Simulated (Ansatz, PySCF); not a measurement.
Spectroscopic constants of IrF, closed-shell singlet (lowest of 2S+1 = 1, 3, 5 at CCSD(T)/def2-TZVPP on PBE0 minima; our sources give no spin for the ground state, which may be another). No spin–orbit coupling.

Constants: fifth-degree fit in 1/R to seven points, most abundant isotopes. In def2 and cc sets the state is the lowest found near the PBE0 minimum, followed along R. The singlet is held restricted. HF and MP2 rows in def2 and cc sets belong to the determinant that coupled cluster picked by its CCSD energy.

Correlated levels freeze the inner cores; with def2 sets outer-core shells near the valence are correlated too. CBS(a, b) extrapolates the correlation energy as X⁻³ and adds the Hartree–Fock energy of set b. Rows in LANL2DZ carry no dispersion term and start afresh at each structure. LANL2DZ brings its own core potentials from Na on.

Run with Ansatz (a program for electronic structure) with Gaussian orbitals; PySCF for LANL2DZ rows. Values without a source in brackets are computed. In def2 rows elements past Kr take small-core potentials, without spin–orbit coupling.

```csv
level,r_e (Å),ω_e (cm⁻¹),ω_e x_e (cm⁻¹),dipole (D)
HF/def2-QZVPP,1.915,[?],2.8,-
PBE/def2-TZVPP,1.837,642,3.5,2.36
B3LYP/LANL2DZ,1.941,603,3.2,3.87
wB97X-V/def2-TZVPP,1.864,579,3.0,3.55
MP2/def2-QZVPP,1.880,668,2.9,-
CCSD/def2-QZVPP,1.898,648,2.9,-
CCSD(T)/def2-TZVPP,1.904,640,2.9,-
"CCSD(T)/CBS(def2-TZVPP, def2-QZVPP)",[?],[?],3.0,-
```

Problem. Fill in the missing entries.

Solution. 
- CCSD(T)/CBS(def2-TZVPP, def2-QZVPP), r_e (Å): 1.897
- CCSD(T)/CBS(def2-TZVPP, def2-QZVPP), ω_e (cm⁻¹): 646
- HF/def2-QZVPP, ω_e (cm⁻¹): 630

Doubts at one or more of the structures used: a restricted determinant that unrestricted orbitals would lower (HF/def2-QZVPP, MP2/def2-QZVPP, CCSD/def2-QZVPP, CCSD(T)/def2-TZVPP, CCSD(T)/CBS(def2-TZVPP, def2-QZVPP)).
